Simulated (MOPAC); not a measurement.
Job for MOPAC: PM7 on NaC+, 2S+1 = 3, a spin state set in the input, which need not be the lowest, a point of a bond scan (R = 2.652 Å). Charge +1.

```
PM7 1SCF PRECISE CHARGE=1 UHF MS=1 THREADS=1
CNa

C      0.00000000 1     0.00000000 1     0.00000000 1
Na     0.00000000 1     0.00000000 1     2.65205600 1
```

It printed:

```
*******************************************************************************
 **                                                                           **
 **                              MOPAC v23.2.5                                **
 **                                                                           **
 *******************************************************************************
 ** MOPAC's Digital Object Identifier: https://doi.org/10.5281/zenodo.6511958 **
 **                                                                           **
 ** Please cite the open-source release paper for use of this MOPAC version:  **
 ** J. E. Moussa and J. J. P. Stewart (2026)                                  **
 ** MOPAC: An open-source semiempirical molecular orbital program             **
 ** J. Open Source Softw., 11(119), 8025, https://doi.org/10.21105/joss.08025 **
 *******************************************************************************

                              PM7 CALCULATION RESULTS

 *******************************************************************************
 *  PM7        - The PM7 Hamiltonian to be used
 *  UHF        - UNRESTRICTED HARTREE-FOCK CALCULATION
 *
 *
 *
 *                 CHARGE ON SYSTEM = +1
 *
 *
 *
 *  MS=        - IN MECI, MAGNETIC COMPONENT OF SPIN =  1.0
 *  PRECISE    - TIGHTER CRITERIA TO BE USED
 *  1SCF       - DO 1 SCF AND THEN STOP
 *  THREADS=1  - MULTI-THREADING NOT USED
 *  T=         - A TIME OF 172800.0 SECONDS REQUESTED
 *  DUMP=N     - RESTART FILE WRITTEN EVERY 7200.0 SECONDS REQUESTED
 *******************************************************************************
PM7 1SCF PRECISE CHARGE=1 UHF MS=1 THREADS=1
 CNa

   ATOM   CHEMICAL          X               Y               Z
  NUMBER   SYMBOL      (ANGSTROMS)     (ANGSTROMS)     (ANGSTROMS)

     1       C          0.00000000  *   0.00000000  *   0.00000000  *
     2      Na          0.00000000  *   0.00000000  *   2.65205600  *



          CARTESIAN COORDINATES

    NO.       ATOM           X           Y           Z

     1         C          0.0000      0.0000      0.0000
     2        Na          0.0000      0.0000      2.6521

 General Reference for PM7:
 "Optimization of Parameters for Semiempirical Methods VI: More Modifications to the
 NDDO Approximations and Re-optimization of Parameters", J. J. P. Stewart, J. Mol. Mod., 1:32, 19 (2013)
 https://link.springer.com/article/10.1007/s00894-012-1667-x

           Empirical Formula: C Na  =     2 atoms



      MOLECULAR POINT GROUP   :   C*v


          UHF CALCULATION, NO. OF ALPHA ELECTRONS =    3
                           NO. OF BETA  ELECTRONS =    1

 -------------------------------------------------------------------------------
 PM7 1SCF PRECISE CHARGE=1 UHF MS=1 THREADS=1
 CNa



     1SCF WAS SPECIFIED, SO BFGS WAS NOT USED
     SCF FIELD WAS ACHIEVED


                              PM7 CALCULATION
                                                       MOPAC v23.2.5 Linux




          FINAL HEAT OF FORMATION =        315.86109 KCAL/MOL =    1321.56278 KJ/MOL


          COSMO AREA              =        109.34 SQUARE ANGSTROMS
          COSMO VOLUME            =        101.12 CUBIC ANGSTROMS

          IONIZATION POTENTIAL    =         13.719343 EV
          ALPHA SOMO LUMO (EV)    =        -13.719 -4.905
          BETA  SOMO LUMO (EV)    =        -21.122 -4.215
          NO. OF ALPHA ELECTRONS  =          3
          NO. OF BETA  ELECTRONS  =          1
          MOLECULAR WEIGHT        =         35.0008         POINT GROUP:  C*v

          MOLECULAR DIMENSIONS (Angstroms)

            Atom       Atom       Distance
           Na     2    C     1     2.65206
           Na     2    C     1     0.00000
            C     1   Na     2     0.00000


          SCF CALCULATIONS        =          1





   ATOM   CHEMICAL          X               Y               Z
  NUMBER   SYMBOL      (ANGSTROMS)     (ANGSTROMS)     (ANGSTROMS)

     1       C          0.00000000  *   0.00000000  *   0.00000000  *
     2      Na          0.00000000  *   0.00000000  *   2.65205600  *

                             CARTESIAN COORDINATES

   1    C        0.000000000     0.000000000     0.000000000
   2   Na        0.000000000     0.000000000     2.652056000


           Empirical Formula: C Na  =     2 atoms



      MOLECULAR POINT GROUP   :   C*v


          ALPHA EIGENVALUES
 -22.66914 -14.06400 -13.71934  -4.90454  -4.49419  -2.67458  -1.84943  -1.78549


           BETA EIGENVALUES
 -21.12172  -4.21464  -3.89314  -3.88200  -2.90534  -1.91022  -1.84051  -1.57575


              NET ATOMIC CHARGES AND DIPOLE CONTRIBUTIONS

  ATOM NO.   TYPE          CHARGE      No. of ELECS.   s-Pop       p-Pop
    1          C           0.107914        3.8921     1.95071     1.94138
    2         Na           0.892086        0.1079     0.00919     0.09873
 DIPOLE           X         Y         Z       TOTAL
 POINT-CHG.     0.000     0.000     2.997     2.997
 HYBRID         0.000    -0.000    -0.135     0.135
 SUM            0.000    -0.000     2.862     2.862


          ATOMIC ORBITAL ELECTRON POPULATIONS

     Atom    s        px        py        pz
    1  C   1.95071   0.99710   0.00000   0.94428
    2 Na   0.00919   0.00290   0.00000   0.09583


                    (SZ)    =    1.000000
                    (S**2)  =    2.000467


          ATOMIC ORBITAL SPIN POPULATIONS

    Atom   Total    s     px     py     pz
         Atomic
    1  C  1.9323  0.018  0.997  0.000  0.917
    2 Na  0.0677  0.008  0.003  0.000  0.057

 **********************
 *                    *
 * JOB ENDED NORMALLY *
 *                    *
 **********************




 == MOPAC DONE ==
```

The run finished.

Cost: roughly 0.010 core-seconds.
